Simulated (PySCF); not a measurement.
Al(Cl)(Me)(SiH3) (CH6AlClSi), SMILES [CH3][Al]([Cl])[SiH3].

The structure is a stationary point at r2SCAN-D4/def2-SVP.

All values below come from TDDFT-CAM-B3LYP/def2-SVPD (PySCF).

Vertical excitations. 

```
state  energy (eV)  λ (nm)      f                                                                main pairs
-----  -----------  ------  -----  ------------------------------------------------------------------------
S1            4.78     259  0.011                                                            HOMO→LUMO 98 %
S2            6.37     195  0.250                                                          HOMO→LUMO+1 94 %
S3            6.61     188  0.014                                                          HOMO−1→LUMO 95 %
S4            6.68     185  0.047                                                          HOMO→LUMO+2 89 %
S5            6.77     183  0.001                                                          HOMO−3→LUMO 91 %
S6            7.02     177  0.049                                                          HOMO−2→LUMO 91 %
S7            7.47     166  0.005                                                          HOMO−5→LUMO 84 %
S8            7.53     165  0.014                      HOMO−4→LUMO 43 %, HOMO→LUMO+4 33 %, HOMO→LUMO+3 16 %
S9            7.72     161  0.003                                                          HOMO→LUMO+5 85 %
S10           7.77     160  0.106  HOMO→LUMO+4 39 %, HOMO−1→LUMO+1 27 %, HOMO−4→LUMO 13 %, HOMO→LUMO+3 10 %
T1            4.14     299      0                                                            HOMO→LUMO 96 %
T2            5.72     217      0                                                          HOMO→LUMO+1 80 %
T3            5.85     212      0                                                          HOMO→LUMO+2 85 %
T4            6.07     204      0                                        HOMO−1→LUMO 72 %, HOMO−3→LUMO 15 %
```
Triplets are in the Tamm–Dancoff approximation, which puts them higher than full response would, so one can lie above its singlet here.
